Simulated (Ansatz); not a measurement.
Consider the redistribution: `[NH2][Mo]([OH])(=[S])=[S]` + `N[SiH]1[SiH2]S1` → `[NH2][Mo]([NH2])(=[S])=[S]` + `O[SiH]1[SiH2]S1`.

Program: Ansatz. Geometries: PBE0-D4/def2-TZVP. ΔE: electronic, gas phase. CCSD(T)/CBS is the MP2 limit (def2-TZVPP, def2-QZVPP) plus CCSD(T) − MP2 in def2-TZVPP, frozen cores. DFT in def2-TZVPP. HSE06 is defined as in plane-wave codes. def2 core potentials past Kr. For Mo outer-core shells are correlated without core-valence functions, which leaves a few kJ/mol of doubt a bond. One conformer a species, not always the lowest.

```tsv
level	ΔE (kcal/mol)
revPBE-D4	-2.2
HSE06-D4	-2.8
```

Question: What does CCSD(T)/CBS give? (Estimate.)

Answer: The calculation gave: -3.8 kcal/mol. The listed levels differ from it by 1.6, 1.0 kcal/mol.

Largest T1 diagnostic among the species: 0.025, so the coupled-cluster value is less sure than usual.

At CCSD(T), def2-SVP lies +0.9 kcal/mol from the extrapolated value and def2-TZVPP −0.1 kcal/mol. From BLYP to BHLYP (50 % exact exchange), in def2-TZVPP and without D4, ΔE moves by −1.0 kcal/mol. Leaving LDA and LC-ωPBE aside and taking each functional with its dispersion term where it has one, the values, not all of them listed here, spread over 1.4 kcal/mol, from BHLYP-D4 to revPBE-D4.
